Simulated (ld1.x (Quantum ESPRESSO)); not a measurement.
Before and after: PAW potential for Co

ld1.x (Quantum ESPRESSO) 7.5 input, shortened:

```
&input
   title='Co', zed=27., rel=1, dft='PBE', iswitch=3,
   config='[Ar] 3d7 4s1.5 4p0.5'
 /
 &inputp
   pseudotype=3, lpaw=.true., tm=.true., lloc=-2, rcloc=2.20,
   nlcc=.true., new_core_ps=.true., rcore=1.10,
   which_augfun='PSQ', rmatch_augfun_nc=.true.
 /
6
4S  1  0   1.50   0.00  2.15  2.50  0.0
4S  1  0   0.00   2.65  2.15  2.50  0.0
4P  2  1   0.50   0.00  2.65  2.95  0.0
4P  2  1   0.00   2.55  2.65  2.95  0.0
3D  3  2   7.00   0.00  1.60  1.85  0.0
3D  3  2   0.00   4.30  1.60  1.85  0.0
 &test
   configts(1)='3d7 4s1.5 4p0.5'
 /
```

All-electron outer shells of the reference configuration (PBE, scalar-relativistic, ld1.x):

```tsv
shell	level (eV)	outermost node (bohr)	outermost maximum (bohr)
3s	-103.38	0.31	0.66
3p	-66.62	0.28	0.68
3d	-9.16	–	0.66
4s	-6.09	0.96	2.29
4p	-1.73	1.05	3.17
```

Change: core correction Bessel-smoothed model core inside 2.20 bohr.

Cutoffs: the cutoffs (Ry, on a coarse ladder) from which the occupation-weighted sum of valence levels, in a spherical-Bessel basis at the reference potential, stays within 10 and 1 mRy of its value at 400 Ry; they do not see the model core or the augmentation charge, which bear on the density cutoff. Errors are all-electron minus pseudo energies relative to the spin-unpolarised reference configuration.

Task: Predict the effect on cutoff, ghosts and configuration errors.

Result: The potential gets neither clearly harder nor softer (35 Ry and 50 Ry → 35 Ry and 50 Ry); of the 7 tests that both files solve, the error grows in 0 and shrinks in 4 by more than 15 % and 0.3 meV (median size 2.6 → 1.8 meV); neither file shows a bound ghost. A wider model core is smoother and lowers the density cutoff, which this test does not measure.

```csv
quantity,base,changed
"cutoff, loose",35 Ry,35 Ry
"cutoff, tight",50 Ry,50 Ry
bound ghosts,none,none
"error for 3d7 4s2 4p0, meV [ΔE -2.14 eV]",+0.1,+0.2
"error for 3d7 4s1 4p0, meV [ΔE 6.89 eV]",-1.8,-1.5
"error for 3d7 4s0 4p0, meV [ΔE 23.68 eV]",-13,-7.5
"error for 3d8 4s0 4p0, meV [ΔE 4.34 eV]",-101,-104
"error for 3d7 4s0 4p2, meV [ΔE 6.84 eV]",-2.6,-1.8
"error for 3d7 4s0 4p1, meV [ΔE 12.26 eV]",-4.7,-3.2
"error for 3d7 4s1 4p1, meV [ΔE 2.22 eV]",-0.4,-0.4
s: phases at 3.19 bohr within 0.05 rad from the reference energy up to (Ry; the scan ends near 5),to the end of the scan,to the end of the scan
p: phases at 3.19 bohr within 0.05 rad from the reference energy up to (Ry; the scan ends near 5),to the end of the scan,to the end of the scan
d: phases at 3.19 bohr within 0.05 rad from the reference energy up to (Ry; the scan ends near 5),to the end of the scan,to the end of the scan
lowest overlap eigenvalue by channel,"s 0.66, p 0.67, d 0.87","s 0.66, p 0.67, d 0.87"
```
